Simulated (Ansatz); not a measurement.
System: disilanyl(ethynyl)silane, C2H8Si3 (charge 0, singlet). 
Structure (B3LYP-D3(BJ)/def2-TZVP (Ansatz, a first-principles code) minimum search):
```xyz
13

C      1.3209     2.4505     1.1530
C      1.4700     1.4185     0.5468
Si     1.5991    -0.1700    -0.3454
Si    -0.3644    -1.3815     0.0718
Si    -2.2232    -0.0333    -0.3981
H      1.1973     3.3635     1.6849
H      1.7299     0.1073    -1.7951
H      2.8113    -0.8872     0.1139
H     -0.3893    -1.8045     1.4950
H     -0.3842    -2.6004    -0.7782
H     -3.4852    -0.7995    -0.2535
H     -2.1321     0.4717    -1.7898
H     -2.2545     1.1219     0.5288
```
Charge 0, spin multiplicity 1.

Basis-set convergence of Hartree-Fock and MP2 correlation energies (hartree) with Ansatz. Cores are frozen in the correlated levels unless marked. Spin-orbit coupling is left out. Non-relativistic.

| basis | functions | E(HF) | E(corr, MP2) |
|---|---|---|---|
| cc-pV(D+d)Z | 137 | -947.14741 | -0.55202 |
| cc-pV(T+d)Z | 289 | -947.20524 | -0.67561 |
| cc-pV(Q+d)Z | 542 | -947.22008 | -0.72196 |

Extrapolating the two largest sets (X = 3 and 4) as X^-3: E(corr) = (64·(-0.72196) - 27·(-0.67561))/37 = -0.7558 Eh, an estimate of the basis-set limit. The largest set recovers 95.5 % of it, the smallest 73.0 %.
